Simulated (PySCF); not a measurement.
Molecule: SMILES C1(F)=CC=C2C=CNC2=C1, C8H6FN.

Geometry (Å), atoms numbered from 1 in this order:
```xyz
16

F    -3.2412    1.2306    0.3055
C    -2.0459    0.6137    0.1485
C    -2.0456   -0.7329   -0.2179
C    -0.8535   -1.3990   -0.3877
C     0.3400   -0.7053   -0.1885
C     1.7162   -1.0596   -0.2732
C     2.4334    0.0539    0.0341
N     1.5865    1.0935    0.3095
C     0.3005    0.6629    0.1826
C    -0.8980    1.3439    0.3576
H    -2.9919   -1.2294   -0.3628
H    -0.8406   -2.4402   -0.6703
H     2.1094   -2.0222   -0.5311
H     3.4967    0.1910    0.0791
H     1.8695    2.0245    0.5630
H    -0.9432    2.3836    0.6402
```

Frames of a GFN2-xTB Langevin trajectory at 400 K; GIAO PBE0/pcSseg-1 shieldings in PySCF 2.14, gas phase, non-relativistic; equivalent atoms averaged within each frame.

Chemical shifts δ = σref − σ; CFCl3 for 19F (170.95 ppm); 13C (186.93 ppm) vs TMS; 15N (267.73 ppm) against NH3, all at this level. The references are static minima.

Question: How do the shifts (ppm) fluctuate along the trajectory?

Answer: 
```csv
time (fs),F1,C2,C9,C5,C7,C4,C6,C3,C10,N8
250,-121.9,172.3,137.3,130.2,129.2,125.9,115.0,108.7,105.7,143.9
425,-122.3,169.3,148.5,130.7,133.8,124.0,106.8,110.6,113.0,159.7
625,-122.1,164.6,140.6,131.8,120.3,126.1,114.1,111.6,102.4,140.4
800,-123.6,166.0,132.4,135.9,115.2,134.0,110.6,113.8,101.5,139.9
1000,-110.4,178.2,147.5,129.9,127.5,129.4,105.4,116.1,104.6,159.5
mean of frames,-120.1,170.1,141.3,131.7,125.2,127.9,110.4,112.2,105.4,148.7
standard deviation,5.5,5.5,6.8,2.5,7.4,3.9,4.3,2.9,4.5,10.1
```

5 frames give an uncertainty of the mean of about the standard deviation over 2.2 at best, since frames this close in time may not be independent; classical motion lacks zero-point vibration, and the reference would need the same averaging.
